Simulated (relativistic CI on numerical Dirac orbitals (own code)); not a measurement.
# Electric-dipole transitions in Hf

Calculated at this level of theory: Dirac-Coulomb-Breit CI, orbitals from a KLI potential per configuration, QED by a radiative potential, valence Slater integrals scaled by 0.85, configuration energies shifted to the measured levels that pair with them (semi-empirical) (own radial code, finite nucleus).

Configuration list (outside the closed core [Xe] 4f14): 5d²6s², 5d6s²6p, 5d²6s6p, 5d³6s, 6s²6p², 5d⁴, 5d²6p², 5d²6s6d, 5d6s²5f, 5d6s²7p, 5d³6p, 5d6s6p², 5d6s²7s, 5d6s²8s, 5d²6s7s, 5d6s²6d, 5d6s²7d, 5d6s²8p, 5d6s²5g, 5d6s²6f, 5d³6d, 5d6s²8d, 5d6s²7f, 5d²6d², 5d²6s7p, 6s²6d², 5d6s6p6d, 5d³7s, 5d²6p7s, 5d6s6d7s. Levels of other configurations are missing.

| λ vac (nm) | Lower | Upper | A (s⁻¹) | E lower (cm⁻¹) | E upper (cm⁻¹) |
| --- | --- | --- | --- | --- | --- |
| 204.51 | 5d²6s² ³P1 [6] | 5d²6s6p ³P°2 [376] | 1.78e+07 | 6065.7 | 54961.9 |
| 206.51 | 5d²6s² ³P1 [6] | 5d²6s6p ³P°2 [366] | 1.51e+07 | 6065.7 | 54489.7 |
| 212.06 | 5d²6s² ¹D2 [5] | 5d²6s6p ¹F°3 [319] | 1.01e+08 | 5495.6 | 52651.5 |
| 235.12 | 5d²6s² ³F3 [2] | 5d²6s6p ³D°2 [173] | 4.21e+07 | 1814.3 | 44346.4 |
| 235.91 | 5d²6s² ³F4 [3] | 5d²6s6p ³D°3 [196] | 1.02e+08 | 3692.4 | 46081.5 |
| 833.09 | 5d²6s² ³P1 [6] | 5d6s²6p ³P°0 [20] | 3.94e+06 | 6065.7 | 18069.2 |

Terms are leading LS components. Brackets give the number of a level in order of energy, since labels repeat. The list gives strong lines, with weight on those to low levels, without configurations that were not tied to measured data, without lines whose two gauges differ by over a factor of 2.5, among the lowest 381 of 1729 levels, so that lines to higher ones, which can be the strongest, are missing, and without lines across small gaps between configurations, and without 137 lines that miss the measured interval by over 3.5 %, start from a term whose rates miss tabulated ones by over 60 %, have gauges far apart or, lacking measured levels, span too small a gap for the errors found; lines with a level outside our table were not tested and can miss by more. Levels whose partners in the same complex of configurations lie outside the list can be far off, and so can their lines. Rates are taken at the computed energies, electric ones in the length gauge.

Configurations whose levels could be paired with our table of measured levels were shifted onto them, all but the ground configuration, by the median error of their levels; single terms can still be off by 1,000 to 2,000 cm⁻¹ or more, and rates follow the energies as ν³ (E1, M1) or ν⁵ (E2). The others borrow a shift and can be off by several thousand cm⁻¹ or more. The fine structure of a lone outer electron comes out too small, for d and f at times inverted, and misplaced configurations move strength between like terms. 16 of the 28 excited levels that our extract of the measured tables holds in this range could be paired (the sources list more); they are missed by 508 cm⁻¹ on average and 1480 at most, after the shifts were fitted to these levels, and levels without a partner can miss by more. Some levels of the ground configuration have no partner and can miss by 10 % or more.

LS names give the leading component of a level, which can be under half, so a name can repeat, a term be missing and a line seem to break the LS rules.
